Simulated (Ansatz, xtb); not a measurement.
**Br2GeH2Si: which of two structures lies lower**

We compare X, a singlet given by its coordinates, with Y, `Br[SiH2][Ge][Br]`, a singlet. Both are isolated molecules in the gas phase, relaxed with BLYP-D3(BJ)/def2-SVP; the shapes shown needn't be the lowest conformers.

X (Å):

```xyz
6

Br   -0.9315   -1.2266   -1.2345
Br   -0.0432    2.5794   -0.0005
Ge    0.1286   -0.3165    0.7337
Si   -1.6833    1.3513    1.1737
H    -2.9430    1.4687    0.3662
H    -1.8570    2.0977    2.4690
```

Close contacts (Å): Br1–Ge3 2.41, Br2–Ge3 2.99, Br2–Si4 2.36, Ge3–Si4 2.50, Si4–H5 1.50, Si4–H6 1.50.

Y (Å):

```yaml
atoms:
  - { symbol: Br, position_ang: [0.7756, -0.9284, -1.3620] }
  - { symbol: Br, position_ang: [0.4092, 0.0805, 4.1614] }
  - { symbol: Ge, position_ang: [1.0050, -1.5500, 2.4976] }
  - { symbol: Si, position_ang: [0.4156, 0.0689, 0.6636] }
  - { symbol: H, position_ang: [1.2602, 1.3120, 0.7185] }
  - { symbol: H, position_ang: [-1.0294, 0.4816, 0.7205] }
```

Question: Which of the two would you expect CCSD(T)/def2-SVP + ΔMP2/def2-TZVPP electronic energies to favour?

Answer: Too close to call at this level: CCSD(T)/def2-SVP + ΔMP2/def2-TZVPP gives E(Y) − E(X) = +2.12 kJ/mol.

The same difference at several levels:

| level | geometry | E(Y) − E(X) (kJ/mol) | departure from the last row (kJ/mol) | job, with rough time for the two |
| --- | --- | --- | --- | --- |
| BLYP-D3(BJ)/def2-SVP | BLYP-D3(BJ)/def2-SVP | +10.58 | +8.46 | optimisation, 30 s |
| HF/def2-SVP | BLYP-D3(BJ)/def2-SVP | −14.83 | −16.95 | part of the CCSD(T) run |
| MP2/def2-SVP | BLYP-D3(BJ)/def2-SVP | +2.73 | +0.61 | part of the CCSD(T) run |
| CCSD(T)/def2-SVP | BLYP-D3(BJ)/def2-SVP | +0.43 | −1.69 | single point |
| CCSD(T)/def2-SVP + ΔMP2/def2-TZVPP | BLYP-D3(BJ)/def2-SVP | +2.12 |  | single point, 77 s |

The largest departure from CCSD(T)/def2-SVP + ΔMP2/def2-TZVPP is that of HF/def2-SVP, 16.95 kJ/mol. Levels run at GFN2-xTB geometries aren't shown. The last row adds to CCSD(T) the change of the MP2 difference between the two basis sets, here +1.69 kJ/mol.

With harmonic frequencies from BLYP-D3(BJ)/def2-SVP (ideal gas, rigid rotor, one conformer each, 298.15 K, 1 atm): on the last row, ΔE + ΔZPE = +2.24 kJ/mol. A mode under 50 cm⁻¹ makes harmonic enthalpies and free energies unreliable, so none is given.

The correlated steps freeze 32 core orbitals; the filled d shell of Br and Ge is correlated, in a basis made for valence electrons. Programs: Ansatz 0.2.0; the last row on 2 threads of Arm Neoverse V1 on a shared host.
